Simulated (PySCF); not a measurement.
CH5AlFNO, SMILES [O]([Al]([NH2])[F])C.

Geometry optimised at r2SCAN-D4/def2-SVP. The structure was generated by enumeration; whether it is a known compound was not checked. One conformer was computed; it need not be the lowest.

These are TDA-PBE/def2-SVPD run with PySCF 2.14.0 values and carry that method's errors.

Vertical excitations. Gas-phase values at a fixed geometry. State labels are in the subgroup Cs.

Computed UV-visible absorptions:
```
state  symmetry  energy (eV)  λ (nm)      f                              main pairs
-----  --------  -----------  ------  -----  --------------------------------------
S1           A"         4.90     253  0.021                          HOMO→LUMO 99 %
S2           A'         5.56     223  0.010                        HOMO−1→LUMO 99 %
S3           A"         5.59     222  0.048                        HOMO−2→LUMO 99 %
S4           A"         6.61     187  0.004                        HOMO→LUMO+2 99 %
S5           A'         6.86     181  0.126                        HOMO→LUMO+1 88 %
S6           A"         6.87     180  0.012                        HOMO→LUMO+3 99 %
S7           A"         6.98     178  0.004                      HOMO−1→LUMO+1 99 %
S8           A'         7.23     171  0.025  HOMO−1→LUMO+2 63 %, HOMO−2→LUMO+1 31 %
S9           A"         7.25     171  0.016                      HOMO−2→LUMO+2 98 %
S10          A"         7.29     170  0.000                        HOMO→LUMO+4 98 %
T1           A"         4.63     268      0                          HOMO→LUMO 99 %
T2           A"         5.28     235      0                        HOMO−2→LUMO 98 %
T3           A'         5.37     231      0                       HOMO−1→LUMO 100 %
T4           A'         5.93     209      0                        HOMO→LUMO+1 97 %
```
Triplets are in the Tamm–Dancoff approximation.
